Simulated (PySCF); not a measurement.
**Question.** Give a PBE0-D3(BJ)/def2-SVP geometry of `C/C(=C\[SiH2]O[SiH3])C(C)(C)C`.

**Answer.** 
```xyz
28
C7H18OSi2 angstrom
C     -0.9830   -1.6965   -0.9896
C     -0.7756   -0.2888   -0.4982
C      0.4667    0.2153   -0.3727
Si     2.0461   -0.6647   -0.7917
O      3.2775    0.4327   -0.5712
Si     4.8685    0.7743   -0.8590
C     -2.0389    0.5021   -0.1513
C     -1.7182    1.8207    0.5511
C     -2.9390   -0.3338    0.7710
C     -2.7963    0.8186   -1.4519
H     -1.8063   -1.7663   -1.7165
H     -1.2375   -2.3693   -0.1546
H     -0.0834   -2.1024   -1.4755
H      0.5921    1.2292    0.0212
H      2.2956   -1.8486    0.0913
H      2.0646   -1.1546   -2.2084
H      5.6858   -0.4786   -0.8886
H      5.0184    1.4743   -2.1701
H      5.3717    1.6605    0.2290
H     -1.1253    2.4907   -0.0893
H     -1.1593    1.6555    1.4848
H     -2.6518    2.3460    0.8039
H     -3.8282    0.2482    1.0594
H     -3.2931   -1.2541    0.2840
H     -2.4070   -0.6172    1.6928
H     -2.1686    1.4085   -2.1368
H     -3.7032    1.4030   -1.2296
H     -3.1142   -0.0926   -1.9801
```

Any rigid rotation of these coordinates is as good. Atoms count from 1 in this order. The 6 C–C bonds span 1.347 Å (C2=C3, drawn double) to 1.538 Å (C7–C10, drawn single), a spread of 0.191 Å. Of the pairs four or more bonds apart, Si4···H13 is among the closest relative to their van der Waals radii: 2.66 Å, 81 % of the sum of Bondi's values. Si6 (oxygen-bound silicon) is tetrahedral (angles from 108.7° to 110.9°). Si4 (oxygen-bound silicon) is tetrahedral (angles from 106.7° to 112.5°).

Bonds between heavy atoms (Å): C1–C2 1.505, C2=C3 1.347, C3–Si4 1.856, Si4–O5 1.664, O5–Si6 1.653, C2–C7 1.530, C7–C8 1.528, C7–C9 1.536, C7–C10 1.538.

Computed with PySCF, PBE0-D3(BJ)/def2-SVP geometry optimisation, gas phase.

Point group: C1 (no symmetry element, even within 0.4 Å). PBE0-D3(BJ)/def2-SVP frequencies: not computed here. One conformer, not necessarily the lowest (C2–C3–Si4–O5 176°, C3–Si4–O5–Si6 -166°).
